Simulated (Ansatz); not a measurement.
Ansatz (a quantum-chemistry and plane-wave program) input (B3LYP-D3(BJ)/def2-TZVP):

Ansatz 0.2 input:
```yaml
crystal:
  periodic: [false, false, false]
  atoms:
    - {symbol: W, position_ang: [0.00616012, -0.00957903, 0.00853115]}
    - {symbol: O, position_ang: [1.56780240, -0.37706802, -0.69849273]}
    - {symbol: O, position_ang: [-0.51132647, -0.83500850, 1.46607199]}
    - {symbol: O, position_ang: [-1.02736708, 1.19918701, -0.72888086]}
basis:
  gaussian:
    orbitals: def2-TZVP
hamiltonian:
  xc: b3lyp
  dispersion: d3bj
total_charge: 1
magnetization: {spin_polarized: true, initial_magnetization: 1}
relax: {f_tol: 0.002, max_steps: 150}
```

End of the output:

```
846 factors; their error is unknown
mean field: 0.58 GiB planned
mean field -7961.06547984 eV, -292.5637601800 hartree, gradient 1.1e-5 eV, S^2 0.772841; 0 other end points of the search recorded, 0 dependent functions left out
the calculation of the forces begins
reference -7961.06569244 eV, -292.5637679929 hartree; 19, 18 occupied and 114, 115 virtual orbitals, 846 factors
relax step  13: F+E_penalty+E_count = -7961.20761376 eV  Δ(F+E_penalty+E_count) = -6.103e-4 eV  max|allowed force component| = 7.953e-2 eV/Å  Δτ_max = 0.0048 Å  (69 SCF iters, accepted)
these checks for a lower state are left out or cut short: starts, cluster_reference, orbital_swaps, neighbouring_geometries, increment
integrals: 0.05 GiB planned
846 factors; their error is unknown
mean field: 0.58 GiB planned
mean field -7961.06567806 eV, -292.5637674647 hartree, gradient 8.6e-6 eV, S^2 0.772818; 0 other end points of the search recorded, 0 dependent functions left out
the calculation of the forces begins
reference -7961.06589072 eV, -292.5637752796 hartree; 19, 18 occupied and 114, 115 virtual orbitals, 846 factors
relax step  14: F+E_penalty+E_count = -7961.20774412 eV  Δ(F+E_penalty+E_count) = -1.304e-4 eV  max|allowed force component| = 2.405e-2 eV/Å  Δτ_max = 0.0030 Å  (71 SCF iters, accepted)
these checks for a lower state are left out or cut short: starts, cluster_reference, orbital_swaps, neighbouring_geometries, increment
integrals: 0.05 GiB planned
846 factors; their error is unknown
mean field: 0.58 GiB planned
mean field evaluation 288: about -7961.0657 eV, gradient 9.1e-4 eV
mean field -7961.06567610 eV, -292.5637673925 hartree, gradient 1.2e-5 eV, S^2 0.772950; 0 other end points of the search recorded, 0 dependent functions left out
the calculation of the forces begins
reference -7961.06588874 eV, -292.5637752068 hartree; 19, 18 occupied and 114, 115 virtual orbitals, 846 factors
relax step  15: F+E_penalty+E_count = -7961.20776367 eV  Δ(F+E_penalty+E_count) = -1.955e-5 eV  max|allowed force component| = 5.605e-3 eV/Å  Δτ_max = 0.0016 Å  (70 SCF iters, accepted)
these checks for a lower state are left out or cut short: starts, cluster_reference, orbital_swaps, neighbouring_geometries, increment
integrals: 0.05 GiB planned
846 factors; their error is unknown
mean field: 0.58 GiB planned
mean field -7961.06567757 eV, -292.5637674464 hartree, gradient 1.3e-5 eV, S^2 0.772920; 0 other end points of the search recorded, 0 dependent functions left out
the calculation of the forces begins
reference -7961.06589020 eV, -292.5637752607 hartree; 19, 18 occupied and 114, 115 virtual orbitals, 846 factors
relax step  16: F+E_penalty+E_count = -7961.20776487 eV  Δ(F+E_penalty+E_count) = -1.203e-6 eV  max|allowed force component| = 1.693e-3 eV/Å  Δτ_max = 0.0004 Å  (68 SCF iters, accepted)
integrals: 0.05 GiB planned
846 factors; their error is unknown
mean field: 0.58 GiB planned
mean field evaluation 320: about -7961.0429 eV, gradient 4.3e-1 eV
mean field evaluation 352: about -7960.9500 eV, gradient 5.1e-1 eV
mean field -7961.06567757 eV, -292.5637674464 hartree, gradient 1.3e-5 eV, S^2 0.772920; 5 other end points of the search recorded, 0 dependent functions left out
the calculation of the forces begins
reference -7961.06589020 eV, -292.5637752607 hartree; 19, 18 occupied and 114, 115 virtual orbitals, 846 factors
Total energy: -7961.20797751 eV, -292.5689968729 hartree
Atom 0 at    -0.210385    -0.374890    -0.350354 Å, force     0.000377     0.000177    -0.001693 eV/Å
Atom 1 at     1.470405    -0.214104    -0.512762 Å, force     0.000486    -0.000868     0.000602 eV/Å
Atom 2 at    -0.382863    -0.621144     1.452678 Å, force     0.000367    -0.000081     0.001081 eV/Å
Atom 3 at    -0.841888     1.187669    -0.542333 Å, force    -0.001229     0.000772     0.000011 eV/Å
Dipole moment:    -0.458469    -0.765856    -0.455855 e Å
```

The spin state was set by rule; other spins were not relaxed.
